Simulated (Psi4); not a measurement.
sulfur atom (S), triplet; Psi4 with SVWN/def2-SVP.

The Psi4 input:
```
memory 2 GB

molecule mol {
0 3
  S     0.000000    0.000000    0.000000
}

set basis def2-svp
set reference uks

energy('svwn')
print_variables()
```

Output, abridged:

```
   => Loading Basis Set <=

    Name: DEF2-SVP
    Role: ORBITAL
    Keyword: BASIS

         ---------------------------------------------------------
                                   SCF
               by Justin Turney, Rob Parrish, Andy Simmonett
                          and Daniel G. A. Smith
                              UKS Reference
         ---------------------------------------------------------

  ==> Geometry <==

    Molecular point group: d2h
    Geometry (in Angstrom), charge = 0, multiplicity = 3:

       Center              X                  Y                   Z               Mass
    ------------   -----------------  -----------------  -----------------  -----------------
         S            0.000000000000     0.000000000000     0.000000000000    31.972071174400

  Running in d2h symmetry.

  Rotational constants: A = ************  B = ************  C = ************ [cm^-1]
  Rotational constants: A = ************  B = ************  C = ************ [MHz]
  Nuclear repulsion =    0.000000000000000

  Charge       = 0
  Multiplicity = 3
  Electrons    = 16
  Nalpha       = 9
  Nbeta        = 7

  ==> Algorithm <==

  SCF Algorithm Type is DF.
  DIIS enabled.
  MOM disabled.
  Fractional occupation disabled.
  Guess Type is CORE.
  Energy threshold   = 1.00e-06
  Density threshold  = 1.00e-06
  Integral threshold = 1.00e-12

  ==> Primary Basis <==

  Basis Set: DEF2-SVP
    Blend: DEF2-SVP
    Number of shells: 8
    Number of basis functions: 18
    Number of Cartesian functions: 19
    Spherical Harmonics?: true
    Max angular momentum: 2

  ==> DFT Potential <==

   => LibXC <=

    Version 7.1.2
    S. Lehtola, C. Steigemann, M. J. T. Oliveira, and M. A. L. Marques,  SoftwareX 7, 1–5 (2018) (10.1016/j.softx.2017.11.002)

   => Composite Functional: SVWN <=

    Slater exchange
    Vosko, Wilk & Nusair (VWN5_RPA)
    P. A. M. Dirac,  Math. Proc. Cambridge Philos. Soc. 26, 376 (1930) (10.1017/S0305004100016108)
    F. Bloch,  Z. Phys. 57, 545 (1929) (10.1007/BF01340281)
    S. H. Vosko, L. Wilk, and M. Nusair,  Can. J. Phys. 58, 1200 (1980) (10.1139/p80-159)

    Deriv               =              1
    GGA                 =          FALSE
    Meta                =          FALSE

    Exchange Hybrid     =          FALSE
    MP2 Hybrid          =          FALSE

   => Exchange Functionals <=

    1.0000         XC_LDA_X

   => Correlation Functionals <=

    1.0000   XC_LDA_C_VWN_RPA

   => LibXC Density Thresholds  <==

    XC_LDA_C_VWN_RPA:  1.00E-15
    XC_LDA_X:  1.00E-15

   => Molecular Quadrature <=

    Radial Scheme          =       TREUTLER
    Pruning Scheme         =           NONE
    Nuclear Scheme         =       TREUTLER

    Blocking Scheme        =         OCTREE
    BS radius alpha        =              1
    Pruning alpha          =              1
    Radial Points          =             75
    Spherical Points       =            302
    Total Points           =          19932
    Total Blocks           =            207
    Max Points             =            252
    Max Functions          =             18
    Weights Tolerance      =       1.00E-15

   => Loading Basis Set <=

    Name: (DEF2-SVP AUX)
    Role: JKFIT
    Keyword: DF_BASIS_SCF

  ==> Integral Setup <==

  SCF_SUBTYPE=INCORE selected. In-core MEM_DF algorithm will be used.
  Using in-core AOs.

  ==> MemDFJK: Density-Fitted J/K Matrices <==

    J tasked:                   Yes
    K tasked:                    No
    wK tasked:                   No
    Algorithm:                 Core
    Schwarz Cutoff:           1E-12
    Mask sparsity (%):       0.0000
    Fitting Condition:        1E-10

   => Auxiliary Basis Set <=

  Basis Set: (DEF2-SVP AUX)
    Blend: DEF2-UNIVERSAL-JKFIT
    Number of shells: 38
    Number of basis functions: 128
    Number of Cartesian functions: 155
    Spherical Harmonics?: true
    Max angular momentum: 4

  Minimum eigenvalue in the overlap matrix is 1.1842052198E-01.
  Reciprocal condition number of the overlap matrix is 5.5161168364E-02.
    Using symmetric orthogonalization.

  ==> Pre-Iterations <==

  SCF Guess: Core (One-Electron) Hamiltonian.

   -------------------------------------------------------
    Irrep   Nso     Nmo     Nalpha   Nbeta   Ndocc  Nsocc
   -------------------------------------------------------
     Ag         6       6       3       3       3       0
     B1g        1       1       0       0       0       0
     B2g        1       1       0       0       0       0
     B3g        1       1       0       0       0       0
     Au         0       0       0       0       0       0
     B1u        3       3       2       1       1       1
     B2u        3       3       2       2       2       0
     B3u        3       3       2       1       1       1
   -------------------------------------------------------
    Total      18      18       9       7       7       2
   -------------------------------------------------------

  ==> Iterations <==

                           Total Energy        Delta E     RMS |[F,P]|

    Occupation by irrep:
             Ag   B1g   B2g   B3g    Au   B1u   B2u   B3u
    DOCC [     3,    0,    0,    0,    0,    2,    1,    1 ]
    SOCC [     0,    0,    0,    0,    0,    0,    1,    1 ]
    NA   [     3,    0,    0,    0,    0,    2,    2,    2 ]
    NB   [     3,    0,    0,    0,    0,    2,    1,    1 ]

   @DF-UKS iter   1:  -393.92970029328291   -3.93930e+02   2.36339e-01 ADIIS
    Occupation by irrep:
             Ag   B1g   B2g   B3g    Au   B1u   B2u   B3u
    DOCC [     3,    0,    0,    0,    0,    1,    2,    1 ]
    SOCC [     0,    0,    0,    0,    0,    1,    0,    1 ]
    NA   [     3,    0,    0,    0,    0,    2,    2,    2 ]
    NB   [     3,    0,    0,    0,    0,    1,    2,    1 ]

   @DF-UKS iter   2:  -396.23928765154022   -2.30959e+00   1.53371e-01 ADIIS
    Occupation by irrep:
             Ag   B1g   B2g   B3g    Au   B1u   B2u   B3u
[...]

   @DF-UKS iter  82:  -396.90499016480004    1.63764e-03   7.87242e-03 DIIS/ADIIS
   @DF-UKS iter  83:  -396.90553793391945   -5.47769e-04   7.18577e-03 DIIS/ADIIS
   @DF-UKS iter  84:  -396.90546965585514    6.82781e-05   7.27875e-03 DIIS/ADIIS
   @DF-UKS iter  85:  -396.90587887042528   -4.09215e-04   6.70183e-03 DIIS/ADIIS
   @DF-UKS iter  86:  -396.90594311779449   -6.42474e-05   6.60641e-03 DIIS/ADIIS
    Occupation by irrep:
             Ag   B1g   B2g   B3g    Au   B1u   B2u   B3u
    DOCC [     3,    0,    0,    0,    0,    1,    2,    1 ]
    SOCC [     0,    0,    0,    0,    0,    1,    0,    1 ]
    NA   [     3,    0,    0,    0,    0,    2,    2,    2 ]
    NB   [     3,    0,    0,    0,    0,    1,    2,    1 ]

   @DF-UKS iter  87:  -396.90589465700350    4.84608e-05   6.67375e-03 DIIS/ADIIS
    Occupation by irrep:
             Ag   B1g   B2g   B3g    Au   B1u   B2u   B3u
    DOCC [     3,    0,    0,    0,    0,    1,    1,    2 ]
    SOCC [     0,    0,    0,    0,    0,    1,    1,    0 ]
    NA   [     3,    0,    0,    0,    0,    2,    2,    2 ]
    NB   [     3,    0,    0,    0,    0,    1,    1,    2 ]

   @DF-UKS iter  88:  -396.90562115429901    2.73503e-04   7.07126e-03 DIIS/ADIIS
   @DF-UKS iter  89:  -396.90521908901684    4.02065e-04   7.58684e-03 DIIS/ADIIS
   @DF-UKS iter  90:  -396.90515769387008    6.13951e-05   7.66452e-03 DIIS/ADIIS
    Occupation by irrep:
             Ag   B1g   B2g   B3g    Au   B1u   B2u   B3u
    DOCC [     3,    0,    0,    0,    0,    1,    2,    1 ]
    SOCC [     0,    0,    0,    0,    0,    1,    0,    1 ]
    NA   [     3,    0,    0,    0,    0,    2,    2,    2 ]
    NB   [     3,    0,    0,    0,    0,    1,    2,    1 ]

   @DF-UKS iter  91:  -396.90456519815893    5.92496e-04   8.40543e-03 DIIS/ADIIS
    Occupation by irrep:
             Ag   B1g   B2g   B3g    Au   B1u   B2u   B3u
    DOCC [     3,    0,    0,    0,    0,    1,    1,    2 ]
    SOCC [     0,    0,    0,    0,    0,    1,    1,    0 ]
    NA   [     3,    0,    0,    0,    0,    2,    2,    2 ]
    NB   [     3,    0,    0,    0,    0,    1,    1,    2 ]

   @DF-UKS iter  92:  -396.90546417378209   -8.98976e-04   7.27972e-03 DIIS/ADIIS
    Occupation by irrep:
             Ag   B1g   B2g   B3g    Au   B1u   B2u   B3u
    DOCC [     3,    0,    0,    0,    0,    1,    2,    1 ]
    SOCC [     0,    0,    0,    0,    0,    1,    0,    1 ]
    NA   [     3,    0,    0,    0,    0,    2,    2,    2 ]
    NB   [     3,    0,    0,    0,    0,    1,    2,    1 ]

   @DF-UKS iter  93:  -396.90446587134466    9.98302e-04   8.49725e-03 DIIS/ADIIS
   @DF-UKS iter  94:  -396.90537542487561   -9.09554e-04   7.39527e-03 DIIS/ADIIS
    Occupation by irrep:
             Ag   B1g   B2g   B3g    Au   B1u   B2u   B3u
    DOCC [     3,    0,    0,    0,    0,    2,    1,    1 ]
    SOCC [     0,    0,    0,    0,    0,    0,    1,    1 ]
    NA   [     3,    0,    0,    0,    0,    2,    2,    2 ]
    NB   [     3,    0,    0,    0,    0,    2,    1,    1 ]

   @DF-UKS iter  95:  -396.90521128887633    1.64136e-04   7.60158e-03 DIIS/ADIIS
   @DF-UKS iter  96:  -396.90493547632519    2.75813e-04   7.93688e-03 DIIS/ADIIS
    Occupation by irrep:
             Ag   B1g   B2g   B3g    Au   B1u   B2u   B3u
    DOCC [     3,    0,    0,    0,    0,    1,    2,    1 ]
    SOCC [     0,    0,    0,    0,    0,    1,    0,    1 ]
    NA   [     3,    0,    0,    0,    0,    2,    2,    2 ]
    NB   [     3,    0,    0,    0,    0,    1,    2,    1 ]

   @DF-UKS iter  97:  -396.90494062659604   -5.15027e-06   7.93006e-03 DIIS/ADIIS
   @DF-UKS iter  98:  -396.90482670653961    1.13920e-04   8.06559e-03 DIIS/ADIIS
    Occupation by irrep:
             Ag   B1g   B2g   B3g    Au   B1u   B2u   B3u
    DOCC [     3,    0,    0,    0,    0,    2,    1,    1 ]
    SOCC [     0,    0,    0,    0,    0,    0,    1,    1 ]
    NA   [     3,    0,    0,    0,    0,    2,    2,    2 ]
    NB   [     3,    0,    0,    0,    0,    2,    1,    1 ]

   @DF-UKS iter  99:  -396.90458318002237    2.43527e-04   8.35730e-03 DIIS/ADIIS
    Occupation by irrep:
             Ag   B1g   B2g   B3g    Au   B1u   B2u   B3u
    DOCC [     3,    0,    0,    0,    0,    1,    1,    2 ]
    SOCC [     0,    0,    0,    0,    0,    1,    1,    0 ]
    NA   [     3,    0,    0,    0,    0,    2,    2,    2 ]
    NB   [     3,    0,    0,    0,    0,    1,    1,    2 ]

   @DF-UKS iter 100:  -396.90570449572579   -1.12132e-03   6.95171e-03 DIIS/ADIIS

PsiException: Could not converge SCF iterations in 100 iterations.

  Failed to converge.

Traceback (most recent call last):
  File "psi4", line 375, in <module>
  File "<string>", line 22, in <module>
  File "site-packages/psi4/driver/driver.py", line 533, in energy
  File "site-packages/psi4/driver/procrouting/proc.py", line 2760, in run_scf
  File "site-packages/psi4/driver/procrouting/proc.py", line 2047, in scf_helper
  File "site-packages/psi4/driver/procrouting/scf_proc/scf_iterator.py", line 93, in scf_compute_energy
  File "site-packages/psi4/driver/procrouting/scf_proc/scf_iterator.py", line 86, in scf_compute_energy
  File "site-packages/psi4/driver/procrouting/scf_proc/scf_iterator.py", line 609, in scf_iterate

psi4.driver.p4util.exceptions.SCFConvergenceError: Could not converge SCF iterations in 100 iterations.

Printing out the relevant lines from the Psithon --> Python processed input file:
      S     0.000000    0.000000    0.000000
    ""","mol")
    core.IO.set_default_namespace("mol")
    core.set_global_option("BASIS", "def2-svp")
    core.set_global_option("REFERENCE", "uks")
--> energy('svwn')
    print_variables()

!-------------------------------------------------------!
!                                                       !
!  Could not converge SCF iterations in 100 iterations. !
!                                                       !
!-------------------------------------------------------!
```

The run did not converge; its last values are not results.
